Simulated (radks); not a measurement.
Question: These are the eigenvalues of the occupied orbitals of an atom or ion with whole-number occupations (hartree). Method: Dirac Kohn-Sham, PBE, spin-unpolarised, spherical densities, finite nucleus; Fermi nuclear charge, rms radius of each element as measured or else 0.836 A^(1/3) + 0.57 fm; computed with a radial shooting solver on a logarithmic mesh with Libxc functionals.

1s1/2: -2629.842
2s1/2: -456.5596
2p1/2: -437.0025
2p3/2: -384.0976
3s1/2: -106.5242
3p1/2: -97.77251
3p3/2: -86.28341
3d3/2: -71.55164
3d5/2: -69.05761
4s1/2: -23.08193
4p1/2: -19.42648
4p3/2: -16.74628
4d3/2: -10.73743
4d5/2: -10.24216
5s1/2: -4.19829
5p1/2: -3.08950
5p3/2: -2.68125
4f5/2: -2.68029
4f7/2: -2.58791
5d3/2: -1.22695

Which element is it, and in what charge state? The configuration may be excited. Open shells, if any, fill j = l - 1/2 first.

Answer: Z = 75, rhenium, charge +3: Re3+ in [Xe] 4f14 5d4. The list shows which subshells hold electrons but not how many an open one holds; the 1s level, -2629.8 hartree, gives Z - s = 72.5 by -(Z - s)^2/2, which with screening and relativity narrows Z to a few neighbours, and the depths of the outer levels then fix element, charge and occupations together.
